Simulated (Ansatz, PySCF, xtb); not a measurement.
Gas-phase reaction in SMILES: CCC[Si](O)(O)O [trihydroxy(propyl)silane] + 6 [H][H] (H2) -> 3 C (CH4) + 3 O (H2O) + [SiH4] (SiH4)
Geometries: B3LYP-D3(BJ)/def2-TZVP minima from Ansatz (a first-principles code), one conformer each, not searched for the lowest. Frequencies are from Ansatz or PySCF.

Wanted: energy of full hydrogenation (0 K, with B3LYP-D3(BJ) harmonic zero-point energies), in kJ/mol. Cores are frozen in the correlated levels unless marked. Spin-orbit coupling is left out. Non-relativistic unless marked X2C. Basis-set limits of correlation are two-point, X^-3; Hartree-Fock from the larger set. [CCSD(T)-MP2]/basis is that difference in the basis named.

| level | program | energy of full hydrogenation (kJ/mol) | minus last row |
|---|---|---|---|
| GFN1-xTB | xtb | 29.1 | -150.3 |
| GFN2-xTB | xtb | 31.1 | -148.3 |
| HF/cc-pV(Q+d)Z | Ansatz | 108.1 | -71.3 |
| BLYP/def2-TZVPD | Ansatz | 120.4 | -59.0 |
| B3LYP/def2-TZVPD | Ansatz | 126.6 | -52.8 |
| BHLYP/def2-TZVPD | Ansatz | 131.5 | -47.9 |
| r2SCANh-D4/def2-TZVPD | Ansatz + dftd4 | 185.5 | 6.1 |
| r2SCANh/def2-TZVPD | Ansatz | 178.1 | -1.3 |
| r2SCAN0/def2-TZVPD | Ansatz | 171.2 | -8.2 |
| CAM-B3LYP-D3(BJ)/def2-TZVPD | Ansatz + dftd3 | 161.1 | -18.3 |
| wB97X-V/def2-TZVPD | Ansatz | 167.8 | -11.6 |
| wB97X/def2-TZVPD | Ansatz | 140.7 | -38.7 |
| B2PLYP-D3(BJ)/def2-TZVPD | Ansatz + dftd3 | 178.4 | -1.0 |
| PBE-QIDH/def2-TZVPD | Ansatz | 171.1 | -8.3 |
| MP2/aug-cc-pV(D+d)Z | Ansatz | 128.7 | -50.7 |
| RI-MP2/CBS(aug-cc-pV(T+d)Z,aug-cc-pV(Q+d)Z) | Ansatz | 204.9 | 25.5 |
| SCS-MP2/6-31G | Ansatz | 137.7 | -41.7 |
| CCSD(T)/aug-cc-pV(T+d)Z | Ansatz | 170.5 | -8.9 |
| CCSD(T)/cc-pV(T+d)Z | Ansatz | 182.1 | 2.7 |
| X2C-CCSD(T)/cc-pVTZ-DK | Ansatz | 166.3 | -13.1 |
| RI-MP2/CBS(aug-cc-pV(T+d)Z,aug-cc-pV(Q+d)Z)+[CCSD(T)-MP2]/aug-cc-pV(T+d)Z | Ansatz | 179.4 | 0.0 |
